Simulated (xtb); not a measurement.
(1E)-1-bromobuta-1,3-diene (C₄H₅Br), SMILES C(/C=C/Br)=C. All values are semi-empirical tight-binding results from xtb (GFN2-xTB unless named), good for trends rather than for accurate numbers. Geometry optimised at GFN2-xTB. One conformer was computed; it need not be the lowest.

Computed properties:
```
Item                                             Result
----------------------------------------  -------------
point group as xtb finds it                          Cs
orbital gap                                     3.28 eV
zero-point energy                         46.0 kcal/mol
G − E(el) at 298.15 K (modified RRHO)     26.9 kcal/mol
static polarisability (D4 model)             69.1 bohr³
solvation energy, GFN2-xTB/ALPB(water)    -1.6 kcal/mol
solvation energy, GFN2-xTB/ALPB(toluene)  -5.1 kcal/mol
```
